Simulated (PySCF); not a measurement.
A structure optimised at PBE-D3(BJ)/def2-SVP, used in a PySCF frequency run:

```
C
H 1 1.1073
H 1 1.1109 2 107.86
C 1 1.5186 2 112.64 3 125.28
H 4 1.1083 1 111.77 2 -176.89
H 4 1.1093 5 107.86 1 121.96
H 4 1.1114 5 108.16 6 116.21
Te 1 2.2025 2 106.09 3 -109.76
S 8 2.4369 1 96.93 2 -69.78
H 9 1.3664 8 97.32 1 87.28
```
Charge 0, spin multiplicity 1.

Task: Write its SMILES and formula.

Result: CC[Te]S, C₂H₆STe

Task: What are its rotational constants (standard atomic weights)?

Result: 3.0698, 2.4204, 1.4453 GHz
